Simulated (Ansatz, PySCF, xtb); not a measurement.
Dimer: CHN (SMILES C#N) (first 3 atoms) with CH2O2 (SMILES O=CO); geometry from B3LYP-D3(BJ)/def2-TZVP.
(charge 0, multiplicity 1):
```xyz
8

C      0.291     0.195    -0.147
N     -0.252    -0.294     0.732
H      0.801     0.653    -0.964
O      0.944     0.645     3.807
C      0.101    -0.086     4.251
O     -0.765    -0.807     3.539
H     -0.064    -0.257     5.325
H     -0.612    -0.650     2.582
```

Monomers are frozen at their geometry in the pair; levels with a basis set take the counterpoise correction.

Cores are frozen in the correlated methods.

Run with Ansatz (Gaussian basis) for Hartree–Fock, density functionals and correlated methods; PySCF for the dispersion terms; xtb for the GFN methods. Values without a source in brackets are computed.

Question: What interaction energy does GFN2-xTB give?

Answer: -26 kJ/mol

Ansatz is a quantum-chemistry and plane-wave program.
